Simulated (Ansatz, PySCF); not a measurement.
Reaction R1 + 2 R2 → 3 P1, each structure at its B3LYP-D3(BJ)/def2-TZVP stationary point, reached from a drawn start (curvature not checked).
R1: BCl3 (SMILES ClB(Cl)Cl), charge 0, multiplicity 1.
P1: BClF2 (SMILES FB(F)Cl), charge 0, multiplicity 1.
R2, BF3 (SMILES FB(F)F) (charge 0, multiplicity 1):
```json
[
 {"atom": "B", "x (Å)": "0.0000", "y (Å)": "0.0000", "z (Å)": "0.0000"},
 {"atom": "F", "x (Å)": "1.3016", "y (Å)": "-0.1857", "z (Å)": "0.0494"},
 {"atom": "F", "x (Å)": "-0.4854", "y (Å)": "1.2084", "z (Å)": "-0.1873"},
 {"atom": "F", "x (Å)": "-0.8161", "y (Å)": "-1.0226", "z (Å)": "0.1379"}
]
```

P less R. No zero-point or thermal terms.

Frozen-core correlation throughout. CBS: X⁻³ extrapolation of the correlation energy, Hartree–Fock from the larger set.

Codes used: Ansatz (Gaussian basis) for Hartree–Fock, density functionals and correlated methods; PySCF for M06-2X and the D3/D4 terms. All values are computed, each at the level named.

| level | reaction energy (meV) |
|---|---|
| SVWN5/def2-TZVPP | 44.7 |
| revPBE-D4/def2-TZVPP | 51.8 |
| r2SCAN/def2-TZVPP | 35.6 |
| M06-2X/def2-TZVPP | 105.4 |
| MP2/cc-pV(Q+d)Z | 159.3 |
| CCSD/cc-pV(T+d)Z | 75.1 |
| CCSD(T)/cc-pV(T+d)Z | ___ |
| CCSD(T)/cc-pV(Q+d)Z | ___ |
| CCSD(T)/CBS(cc-pV(T+d)Z, cc-pV(Q+d)Z) | ___ |

Task: Some entries are withheld; supply them.

Result: 
- CCSD(T)/cc-pV(T+d)Z, reaction energy (meV): 83.3
- CCSD(T)/cc-pV(Q+d)Z, reaction energy (meV): 100.1
- CCSD(T)/CBS(cc-pV(T+d)Z, cc-pV(Q+d)Z), reaction energy (meV): 107.8

Ansatz is a first-principles code.
